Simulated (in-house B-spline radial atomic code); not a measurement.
Inner levels of copper as electrons are removed. A shift is the extra binding of the orbital against the neutral atom ([Ar] 3d10 4s1). Computed with a radial B-spline atomic code at the basis-set limit: non-relativistic Hartree-Fock, average of the configuration, point nuclei.

```json
{"ion": "Cu23+", "configuration": "[He] 2s2 2p2", "shift of 1s (eV)": "1375.22", "radius of 1s (bohr)": "0.052594", "Σ<r²> (bohr²)": "0.21149", "change of density at nucleus (bohr⁻³)": "84.901"}
{"ion": "Cu24+", "configuration": "[He] 2s2 2p1", "shift of 1s (eV)": "1539.95", "radius of 1s (bohr)": "0.052523", "Σ<r²> (bohr²)": "0.16364", "change of density at nucleus (bohr⁻³)": "147.18"}
{"ion": "Cu25+", "configuration": "[He] 2s2", "shift of 1s (eV)": "1708.85", "radius of 1s (bohr)": "0.052448", "Σ<r²> (bohr²)": "0.1187", "change of density at nucleus (bohr⁻³)": "211.55"}
{"ion": "Cu26+", "configuration": "[He] 2s1", "shift of 1s (eV)": "1856.52", "radius of 1s (bohr)": "0.05244", "Σ<r²> (bohr²)": "0.061876", "change of density at nucleus (bohr⁻³)": "-601.67"}
{"ion": "Cu27+", "configuration": "1s2", "shift of 1s (eV)": "2006.8", "radius of 1s (bohr)": "0.052402", "Σ<r²> (bohr²)": "0.0073348", "change of density at nucleus (bohr⁻³)": "-1453.13"}
{"ion": "Cu28+", "configuration": "1s1", "shift of 1s (eV)": "2495.48", "radius of 1s (bohr)": "0.051724", "Σ<r²> (bohr²)": "0.0035672", "change of density at nucleus (bohr⁻³)": "-8862"}
```
